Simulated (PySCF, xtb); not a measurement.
CH8FNOSi2, SMILES C[Si@@H](O)[Si@H](N)F. The values are those of a single conformer.

Harmonic wavenumbers (cm⁻¹) from GFN2-xTB (xtb) at its own minimum, in rising order: 21, 87, 121, 144, 159, 170, 181, 211, 248, 284, 453, 466, 599, 656, 671, 693, 720, 763, 779, 802, 809, 839, 873, 915, 1379, 1493, 1497, 1515, 2121, 2219, 3012, 3029, 3056, 3477, 3536, 3683.

**Question.** What does PBE0-D3(BJ)/def2-SVP (PySCF) give at its own minimum? (Estimate from the structure and the level; the computed values follow.)

**Answer.** 23, 73, 126, 159, 172, 186, 215, 259, 311, 338, 405, 450, 626, 671, 719, 742, 786, 811, 841, 883, 890, 908, 917, 943, 1259, 1423, 1428, 1545, 2224, 2224, 3053, 3157, 3166, 3613, 3715, 3938. Paired by order, the mean absolute difference is 61 cm⁻¹ and the zero-point energies are 59.6 and 61.8 kcal/mol.
